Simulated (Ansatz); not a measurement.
All numbers were calculated with Ansatz.

Cl2F2GeH2SSi, SMILES `F[Si](F)(Cl)[S][GeH2][Cl]` at its PBE0-D4/def2-TZVP geometry, where that method's forces vanish. The species carries charge 0 and has multiplicity 1.

```json
{"atom": "F1", "x (Å)": "1.389", "y (Å)": "-1.267", "z (Å)": "0.381"}
{"atom": "Si2", "x (Å)": "0.710", "y (Å)": "-1.032", "z (Å)": "-1.026"}
{"atom": "F3", "x (Å)": "1.814", "y (Å)": "-1.236", "z (Å)": "-2.133"}
{"atom": "Cl4", "x (Å)": "-0.695", "y (Å)": "-2.454", "z (Å)": "-1.281"}
{"atom": "S5", "x (Å)": "-0.009", "y (Å)": "0.929", "z (Å)": "-1.194"}
{"atom": "Ge6", "x (Å)": "-0.573", "y (Å)": "1.309", "z (Å)": "0.929"}
{"atom": "Cl7", "x (Å)": "-2.069", "y (Å)": "-0.096", "z (Å)": "1.553"}
{"atom": "H8", "x (Å)": "0.628", "y (Å)": "1.140", "z (Å)": "1.857"}
{"atom": "H9", "x (Å)": "-1.195", "y (Å)": "2.706", "z (Å)": "0.914"}
```

(1) For each bond, give half the difference of the two atoms' forces along it (eV/Å; positive pushes the atoms apart) under PBE-D4, r2SCAN-D4, B3LYP-D4, ωB97M-V in def2-TZVPP. (Estimate.)

## Answers

(1) The calculation gave: 
| bond | length (Å) | PBE-D4 | r2SCAN-D4 | B3LYP-D4 | ωB97M-V |
| --- | --- | --- | --- | --- | --- |
| F1–Si2 | 1.580 | 0.49 | 0.05 | 0.14 | 0.12 |
| Si2–F3 | 1.576 | 0.51 | 0.04 | 0.11 | 0.11 |
| Si2–Cl4 | 2.015 | 0.09 | 0.04 | 0.12 | 0.00 |
| Si2–S5 | 2.096 | -0.02 | 0.01 | 0.03 | -0.05 |
| S5–Ge6 | 2.229 | 0.13 | 0.03 | 0.17 | 0.03 |
| Ge6–Cl7 | 2.145 | 0.23 | 0.07 | 0.28 | 0.08 |
| Ge6–H8 | 1.528 | 0.05 | -0.05 | -0.08 | -0.11 |
| Ge6–H9 | 1.529 | 0.07 | -0.05 | -0.10 | -0.10 |

B3LYP here is the variant with VWN-RPA as its local correlation; programs differ in this.
